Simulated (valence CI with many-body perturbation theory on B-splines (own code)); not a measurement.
Results of a calculation; reference values are marked as such.
**Rh13+: what the settings do**

Level of theory: valence CI with perturbative core correlation (CI+MBPT): four valence electrons over a frozen Dirac-Fock core [Ar] 3d10, a basis of 6 s, 6 p, 5 d, 3 f, 1 g functions for each j, with the one-electron correlation potential Σ1, the two-electron term Σ2, the three-electron term Σ3, Breit, model QED; selected CI, second order for the rest, scaled by the run's own slope (own B-spline code, finite nucleus).

No measured spectrum was set against this ion. As an estimate, levels hold to about 250 cm⁻¹ or 0.2 % of their energy and the worst to 1 %, as in measured heavy ions of charge 2 to 7; those with d or f electrons hold less well.

The reference run has the lowest level 4s2 4p2 3P_0 and an ionisation energy of 307.044 eV. Its largest variational space holds 9991 state functions.

Names give the largest LS component (configuration and term), which can be under half, so a name can repeat, a term be missing and a line seem to break the LS rules; names also repeat where a configuration has a term twice.

Changed runs:
A. natural orbitals for correlation on → off
B. highest l in the core sums 6 → 4
C. correlating orbitals by l 3 3 3 2 1 → 4 4 0 0 0; logarithmic knot step 0.27 → 0.33
D. factor on the speed of light 1 → 1.1 (bad on purpose)

Excitation energies of the reference run in cm⁻¹, and shifts in cm⁻¹:

| Level | Reference | A | B | C | D |
| --- | --- | --- | --- | --- | --- |
| 4s2 4p2 3P_1 | 31050 | -137 | +27 | -183 | -6986 |
| 4s2 4p2 3P_2 | 43418 | +61 | +25 | +86 | -7692 |
| 4s2 4p2 1D_2 | 85560 | +160 | +47 | +198 | -14334 |
| 4s2 4p2 1S_0 | 120431 | +728 | +37 | +764 | -14137 |
| 4s 4p3 5S°_2 | 263320 | -880 | -2.1 | -1046 | -13949 |
| 4s 4p3 3D°_1 | 319481 | -59 | -17 | -15 | -12529 |
| 4s 4p3 3D°_2 | 323042 | -147 | -8.4 | -123 | -14309 |
| 4s 4p3 3D°_3 | 335459 | -178 | +1.5 | -142 | -17094 |
| 4s 4p3 3P°_0 | 365203 | +292 | -8.4 | +299 | -17091 |
| 4s 4p3 3P°_1 | 369871 | +218 | -2.7 | +229 | -18251 |
| 4s 4p3 3P°_2 | 374653 | +117 | +4.4 | +147 | -18865 |
| 4s 4p3 1D°_2 | 413779 | +165 | +21 | +236 | -20287 |
| Ionisation energy (eV) | 307.044 | -0.066 | +0.061 | -0.102 | -0.896 |
